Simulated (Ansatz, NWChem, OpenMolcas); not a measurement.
## How methods differ on AlSnSiH7 (SMILES [SiH3][AlH][SnH3])

The species is AlSnSiH7 (10 atoms), meant as a singlet with charge 0. SMILES: `[SiH3][AlH][SnH3]`. The coordinates come from a PBE0-D4/def2-TZVP relaxation.

Each level gives the HOMO–LUMO gap (eV). The values are calculated.

```json
{"level": "BLYP/def2-SVP (core potential)", "kind": "GGA", "program": "OpenMolcas", "value (eV)": "2.99", "CPU time": "26 s"}
{"level": "M06-L/def2-SVP (core potential)", "kind": "meta-GGA", "program": "OpenMolcas", "value (eV)": "3.48", "CPU time": "34 s"}
{"level": "r2SCAN/def2-SVP (core potential)", "kind": "meta-GGA", "program": "Ansatz", "value (eV)": "3.41", "CPU time": "15 s"}
{"level": "B3LYP/def2-SVP (core potential)", "kind": "global hybrid", "program": "NWChem", "value (eV)": "4.33", "CPU time": "21 s"}
{"level": "M06-2X/def2-SVP (core potential)", "kind": "hybrid meta-GGA", "program": "NWChem", "value (eV)": "6.13", "CPU time": "29 s"}
{"level": "CAM-B3LYP/def2-SVP (core potential)", "kind": "range-separated hybrid", "program": "Ansatz", "value (eV)": "6.83", "CPU time": "13 s"}
{"level": "wB97X/def2-SVP (core potential)", "kind": "range-separated hybrid", "program": "Ansatz", "value (eV)": "8.65", "CPU time": "42 s"}
{"level": "PBE-QIDH/def2-SVP (core potential)", "kind": "double hybrid", "program": "Ansatz", "value (eV)": "7.65", "CPU time": "16 s"}
```

The values span 2.99 to 8.65 eV. Orbital gaps aren't excitation energies, and those of double hybrids come from the SCF part alone; they tend to grow with the share of exact exchange. Times are those of the runs behind each value, whatever else they computed, on shared processors of several kinds: orders of magnitude only.
